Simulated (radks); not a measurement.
Ionisation of the iron ion Fe14+, [Ne] 3s2, to [Ne] 3s1 as the strength of local exchange is varied. Method: scalar-relativistic Kohn-Sham, Slater X-alpha exchange (alpha = 2/3 is LDA exchange), no correlation, spin-polarised, spherical densities, point nucleus; computed with a radial shooting solver on a logarithmic mesh with Libxc functionals.

| alpha | E(Fe14+) (hartree) | exchange (hartree) | IE (eV) | -e of the level emptied (eV) | <r> of it (bohr) |
|---|---|---|---|---|---|
| 0.58 | -1174.63399 | -33.99537 | 449.94 | 435.61 (3s) | 0.6854 |
| 0.587 | -1175.04466 | -34.41379 | 450.21 | 435.92 (3s) | 0.6852 |
| 0.667 | -1179.74485 | -39.20943 | 453.38 | 439.48 (3s) | 0.6824 |
| 0.907 | -1193.92152 | -53.74833 | 462.96 | 450.27 (3s) | 0.6742 |
| 0.909 | -1194.04014 | -53.87045 | 463.04 | 450.36 (3s) | 0.6741 |
| 0.93 | -1195.28611 | -55.15361 | 463.88 | 451.31 (3s) | 0.6734 |
| 0.95 | -1196.47357 | -56.37730 | 464.68 | 452.21 (3s) | 0.6727 |
| 1.016 | -1200.39779 | -60.42671 | 467.34 | 455.21 (3s) | 0.6705 |

NIST Atomic Spectra Database: 456.2 eV (measured). The Delta-SCF value meets it near alpha = 0.74.
